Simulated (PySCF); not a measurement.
Al2(mu-Br)2(Cl)4, Al2Br2Cl4, singlet, CAM-B3LYP/def2-SVP optimised geometry.

```
8

Al     1.45    -1.88     2.26
Al    -0.86    -0.98     0.00
Br    -0.98    -1.90     2.25
Cl     2.17    -3.84     2.27
Cl     2.15    -0.47     3.62
Br     1.57    -0.98     0.00
Cl    -1.57    -2.38    -1.37
Cl    -1.57     0.98     0.00
```

Density from CAM-B3LYP/def2-TZVP run with PySCF 2.14.0 at that geometry.

Minimum of the electron density along straight lines between bonded atoms, close to the bond critical point (lines longer than 1.1 times the sum of covalent radii, or with two minima, are not listed):

```json
[
 {"bond": "Al1–Br3", "length / Å": "2.435", "ρ at the minimum / e bohr⁻³": "0.046", "∇²ρ there / e bohr⁻⁵": "0.11", "position (fraction from the first atom)": "0.36"},
 {"bond": "Al2–Br3", "length / Å": "2.435", "ρ at the minimum / e bohr⁻³": "0.046", "∇²ρ there / e bohr⁻⁵": "0.11", "position (fraction from the first atom)": "0.36"},
 {"bond": "Al1–Cl4", "length / Å": "2.084", "ρ at the minimum / e bohr⁻³": "0.079", "∇²ρ there / e bohr⁻⁵": "0.30", "position (fraction from the first atom)": "0.38"},
 {"bond": "Al1–Cl5", "length / Å": "2.084", "ρ at the minimum / e bohr⁻³": "0.079", "∇²ρ there / e bohr⁻⁵": "0.30", "position (fraction from the first atom)": "0.38"},
 {"bond": "Al1–Br6", "length / Å": "2.435", "ρ at the minimum / e bohr⁻³": "0.046", "∇²ρ there / e bohr⁻⁵": "0.11", "position (fraction from the first atom)": "0.36"},
 {"bond": "Al2–Br6", "length / Å": "2.435", "ρ at the minimum / e bohr⁻³": "0.046", "∇²ρ there / e bohr⁻⁵": "0.11", "position (fraction from the first atom)": "0.36"},
 {"bond": "Al2–Cl7", "length / Å": "2.084", "ρ at the minimum / e bohr⁻³": "0.079", "∇²ρ there / e bohr⁻⁵": "0.30", "position (fraction from the first atom)": "0.38"},
 {"bond": "Al2–Cl8", "length / Å": "2.084", "ρ at the minimum / e bohr⁻³": "0.079", "∇²ρ there / e bohr⁻⁵": "0.30", "position (fraction from the first atom)": "0.38"}
]
```
